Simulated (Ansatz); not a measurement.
The same path of Cl2GaH + FH (6 atoms, charge 0, multiplicity 1) was run twice with different band settings. Lost on the way: Ga1–H2, F5–H6. Made: Ga1–F5, H2–H6.

These are results of RKS PBE/def2-SVP in Ansatz 0.2.0, not measurements.

Relaxed end points:

```xyz
6
Properties=species:S:1:pos:R:3
Ga 0.009 0.165 0.076
H 0.009 0.705 1.550
Cl 1.837 0.100 -1.082
Cl -1.833 0.033 -1.056
F 0.054 -1.982 0.827
H 0.053 -1.932 1.767
```

```xyz
6
Properties=species:S:1:pos:R:3
Ga 0.021 -0.664 -0.382
H 0.016 0.176 1.956
Cl 1.873 0.268 -0.901
Cl -1.871 0.200 -0.874
F 0.055 -2.297 0.274
H 0.034 -0.595 2.010
```

Common settings: movable images 7; climbing image yes; spring 5.0 eV/Å²; start path through a guess of the saddle point; force threshold 0.03 eV/Å; iteration limit 60; end points relaxed.

| run | optimiser |
| --- | --- |
| 1 | quadratic models (default) |
| 2 | fire |

What does each run give, and how far can it be trusted?

Run 1: converged after 8 iterations, highest image 0.486 eV above the first end. A vibrational analysis at the climbing image gives one clearly imaginary mode, 866i cm⁻¹: a first-order saddle point.
Run 2: converged after 42 iterations, highest image 0.486 eV above the first end. Another band between the same ends (7 images) ends at a top of the same energy, where a vibrational analysis finds 1 clearly imaginary mode.
The orbitals stay closed-shell, which can raise the energy where a bond breaks towards radicals; this wasn't checked here.
